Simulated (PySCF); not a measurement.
# Radial density of Gd⁺ (gadolinium, charge +1)

PW91, [Xe] 4f7 5d1 6s1, high-spin 10D determinant. Calculation: PySCF 2.14, in cc-pVDZ-X2C; scalar relativity by spin-free X2C-1e.

```tsv
r (bohr)	4πr²ρ (e/bohr)	4πr²(ρα − ρβ)
0.0180	84.16	0.0039
0.0303	74.90	0.0062
0.0510	102.2	0.0204
0.0858	103.9	0.0404
0.144	88.87	0.3205
0.243	82.29	2.0273
0.408	43.06	6.8592
0.687	37.04	7.9671
1.15	12.48	3.6025
1.94	4.351	0.9430
3.27	0.7230	0.5659
5.50	0.1359	0.1351
9.24	9.589e-05	0.0001
```

Densities and radii are taken from the X2C orbitals without a picture-change correction, which distorts them close to the nucleus.

Spin-orbit coupling, absent here, splits the open shell strongly.
